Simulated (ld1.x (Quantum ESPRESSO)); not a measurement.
**H (Z = 1), ultrasoft: configuration errors across variants**

H (Z = 1), ultrasoft, made with ld1.x (Quantum ESPRESSO) 7.5 (LDA (PZ), non-relativistic). Core none, reference 1s1. Waves: 1s (bound): rcut 1.25, rcutus 1.45 bohr; 1s channel at 0.8 Ry: rcut 1.25, rcutus 1.45 bohr; 2p channel at 0.3 Ry: rcut 1.30, rcutus 1.50 bohr; 2p channel at 0.65 Ry: rcut 1.30, rcutus 1.50 bohr. Local part: all-electron potential smoothed inside 1.30 bohr (lloc = -1). Core correction: none. Augmentation charge: PSQ, radius 1.00 bohr.

All-electron excitation energies from the reference (eV): (1) 1s0.5 4.645; (2) 1s1 spin -0.897; (3) 1s0.5 spin 4.258.

Spin tests fill each open shell by Hund’s rule, majority spin first.

Errors AE − PS in meV (a dash: test not solved or not reliable):

```tsv
change	(1)	(2)	(3)	bound ghosts
base	+0.9	-2.7	-0.7	none
waves 1s (bound): rcut 0.90, rcutus 0.96 bohr; 1s channel at 0.8 Ry: rcut 0.90, rcutus 0.96 bohr	+0.4	-1.6	-0.5	none
waves 1s (bound): rcut 1.08, rcutus 1.14 bohr; 1s channel at 0.8 Ry: rcut 1.08, rcutus 1.14 bohr	+0.2	-0.9	-0.4	none
waves 1s (bound): rcut 1.25, rcutus 1.42 bohr; 1s channel at 0.8 Ry: rcut 1.25, rcutus 1.42 bohr	+1.1	-3.0	-0.6	none
waves 1s (bound): rcut 1.25, rcutus 1.56 bohr; 1s channel at 0.8 Ry: rcut 1.25, rcutus 1.56 bohr	+0.8	-2.4	-0.6	none
waves 1s (bound): rcut 1.25, rcutus 1.68 bohr; 1s channel at 0.8 Ry: rcut 1.25, rcutus 1.68 bohr	+0.7	-2.3	-0.7	none
waves 1s (bound): rcut 1.25, rcutus 1.86 bohr; 1s channel at 0.8 Ry: rcut 1.25, rcutus 1.86 bohr	+0.6	-2.4	-1.2	none
waves 1s (bound): rcut 1.25, rcutus 2.00 bohr; 1s channel at 0.8 Ry: rcut 1.25, rcutus 2.00 bohr	–	–	–	none
waves 1s (bound): rcut 1.25, rcutus 2.18 bohr; 1s channel at 0.8 Ry: rcut 1.25, rcutus 2.18 bohr	+92	+143	+207	none
```

Task: Give the same row for: waves 1s (bound): rcut 1.16, rcutus 1.22 bohr; 1s channel at 0.8 Ry: rcut 1.16, rcutus 1.22 bohr.

Result: +0.3, -1.3, -0.4; bound ghosts: none.
